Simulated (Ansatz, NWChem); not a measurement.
## How methods differ on CH2BrF (bromofluoromethane)

CH2BrF: 5 atoms, total charge 0, spin state singlet. As SMILES, `FCBr`. The coordinates come from a PBE0-D4/def2-TZVP relaxation.

Each level gives the atomisation enthalpy at 298 K (kJ/mol). The values are calculated. The thermal term (zero-point and 298 K enthalpy, harmonic and unscaled) is that of PBE0-D4/def2-TZVP; the spin-orbit lowering of the free atoms at 298 K, 16.0 kJ/mol by their spectra, is taken off.

**The experiment to reproduce.** Active Thermochemical Tables gives the atomisation enthalpy at 298 K of the gas as 1556 kJ/mol.

```csv
level,kind,program,value (kJ/mol),computed − measured
HF/cc-pVDZ,Hartree–Fock,NWChem,1022,-534
SVWN5/cc-pVDZ,LDA,Ansatz,1824,+268
PBE/cc-pVDZ,GGA,NWChem,1582,+26
r2SCAN/cc-pVDZ,meta-GGA,NWChem,1533,-23
PBE0/cc-pVDZ,global hybrid,Ansatz,1527,-29
wB97M-V/cc-pVDZ,range-separated hybrid,Ansatz,1534,-22
wB97X/cc-pVDZ,range-separated hybrid,NWChem,1515,-41
B2PLYP/cc-pVDZ,double hybrid,NWChem,1477,-79
MP3/cc-pVDZ,perturbation theory,NWChem,1392,-164
```

Nearest: wB97M-V/cc-pVDZ (-22 kJ/mol); farthest: HF/cc-pVDZ (-534 kJ/mol). Computed less measured by kind, in kJ/mol (cc-pVDZ rows): Hartree–Fock -534; LDA +268; GGA +26; meta-GGA -23; global hybrid -29; range-separated hybrid -41 to -22; double hybrid -79; perturbation theory -164. In a finite basis correlated wave-function methods underbind, so their errors here aren't those of the basis-set limit. All-electron rows without a relativistic Hamiltonian named are non-relativistic. In the correlated wave-function rows the outer d shell of Br is correlated, in sets not made for it.
